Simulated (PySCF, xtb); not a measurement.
Acid–base and redox partners of Cl[SiH2]Cl. All species are isolated molecules in the gas phase. Strings in code marks are SMILES.

Quantity: gas-phase deprotonation enthalpy at 298 K, in kJ/mol. Thermal and zero-point terms are GFN2-xTB rigid-rotor harmonic values (xtb). Levels without diffuse functions put anions too high.

Level 1: TPSSh-D3(BJ)/def2-TZVPD // B3LYP-D3(BJ)/def2-TZVPD (PySCF)
Level 2: B3LYP/6-311+G** // B3LYP-D3(BJ)/def2-TZVPD (PySCF)
Level 3: PBE/6-31G* // B3LYP-D3(BJ)/def2-TZVPD (PySCF)
Level 4: HF/STO-3G // B3LYP-D3(BJ)/def2-TZVPD (PySCF)

```json
[
 {"species": "proton removed from Si2: `Cl[SiH-]Cl`", "level 1": "1481.0", "level 2": "1438.8", "level 3": "1449.3", "level 4": "1739.9"}
]
```
